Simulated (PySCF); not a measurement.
A structure optimised at PBE-D3(BJ)/def2-SVP, used in a PySCF frequency run:

```xyz
7

F     -3.1110     0.4888     0.0000
C     -2.1763    -0.4772     0.0000
C     -0.8794    -0.2392     0.0000
C      0.4257    -0.0699     0.0000
Cl     1.3646     0.0532    -1.4635
Cl     1.3646     0.0532     1.4635
H     -2.6195    -1.4900     0.0000
```

Question: Write its SMILES, formula and point group.

Answer: FC=C=C(Cl)Cl, C3HCl2F, Cs

Question: What are its rotational constants (standard atomic weights)?

Answer: 3.1157, 1.2587, 0.93072 GHz
